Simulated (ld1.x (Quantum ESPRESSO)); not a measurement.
**Which change was made? (Tc, TM semilocal)**

ld1.x (Quantum ESPRESSO) 7.5 input, shortened:

```
&input
   title='Tc', zed=43., rel=1, dft='PBE', iswitch=3,
   config='[Kr] 4d5 5s1 5p1'
 /
 &inputp
   pseudotype=1, tm=.true., lloc=0,
   nlcc=.false.
 /
3
5P  2  1   1.00   0.00  3.85  3.85  0.0
4D  3  2   5.00   0.00  2.30  2.30  0.0
5S  1  0   1.00   0.00  2.20  2.20  0.0
 &test
   configts(1)='4d5 5s1 5p1'
 /
```

Cutoffs, loose and tight: the cutoffs (Ry, on a coarse ladder) from which the occupation-weighted sum of valence levels, in a spherical-Bessel basis at the reference potential, stays within 10 and 1 mRy of its value at 400 Ry. They do not see the model core or the augmentation charge, which bear on the density cutoff. Test errors are all-electron minus pseudo excitation energies from the reference, over the configurations 4d5 5s2 5p0; 4d5 5s1 5p0; 4d5 5s0 5p0; 4d4 5s2 5p0; 4d3 5s0 5p0; 4d5 5s0 5p2; 4d5 5s1.5 5p0; variants that change the core or the reference have their own tests. The largest error is taken over the tests solved by every variant that gives reliable tests at all, those not shown here included: 4d3 5s0 5p0; 4d5 5s0 5p0; 4d5 5s0 5p2.

The base gives: outcome: generated; cutoff, loose: 35 Ry; cutoff, tight: 45 Ry; bound ghosts: none; largest test error (meV): +102.

Task: After one change the result is: outcome: generated, misses its reference levels by 0.86 eV; cutoff, loose: 80 Ry; cutoff, tight: 260 Ry; bound ghosts: none; largest test error (meV): -2481. Which change was it?
A. form changed from semilocal to separable (Kleinman–Bylander), still TM; local potential the d channel
B. wave 5s (bound): rc 2.20 bohr becomes 5s (bound): rc 1.46 bohr
C. wave 5p (bound): rc 3.85 bohr becomes 5p (bound): rc 5.48 bohr
D. core correction a·sin(br)/r model core inside 1.94 bohr
E. core [Ar] 3d10 4s2, valence charge 13; reference 4p6 4d5 5s0 5p0; waves now 5s (bound): rc 2.50 bohr; 4d (bound): rc 1.90 bohr; 4p (bound): rc 1.20 bohr; local potential the p channel; core correction Bessel-smoothed model core, default radius (core density twice the valence density)

Result: B. The others give: core correction a·sin(br)/r model core inside 1.94 bohr → outcome: generated; cutoff, loose: 35 Ry; cutoff, tight: 45 Ry; bound ghosts: none; largest test error (meV): -506 | wave 5p (bound): rc 3.85 bohr becomes 5p (bound): rc 5.48 bohr → outcome: generated; cutoff, loose: 35 Ry; cutoff, tight: 45 Ry; bound ghosts: none; largest test error (meV): -51 | core [Ar] 3d10 4s2, valence charge 13; reference 4p6 4d5 5s0 5p0; waves now 5s (bound): rc 2.50 bohr; 4d (bound): rc 1.90 bohr; 4p (bound): rc 1.20 bohr; local potential the p channel; core correction Bessel-smoothed model core, default radius (core density twice the valence density) → outcome: generated; cutoff, loose: 100 Ry; cutoff, tight: 140 Ry; bound ghosts: none; largest test error (meV): -135 | form changed from semilocal to separable (Kleinman–Bylander), still TM; local potential the d channel → outcome: generated; cutoff, loose: 35 Ry; cutoff, tight: 45 Ry; bound ghosts: s, p; largest test error (meV): +102. In the semilocal form every listed channel keeps its own potential, so the choice of the local channel does not act on these tests. It acts once the file is put into the separable form.
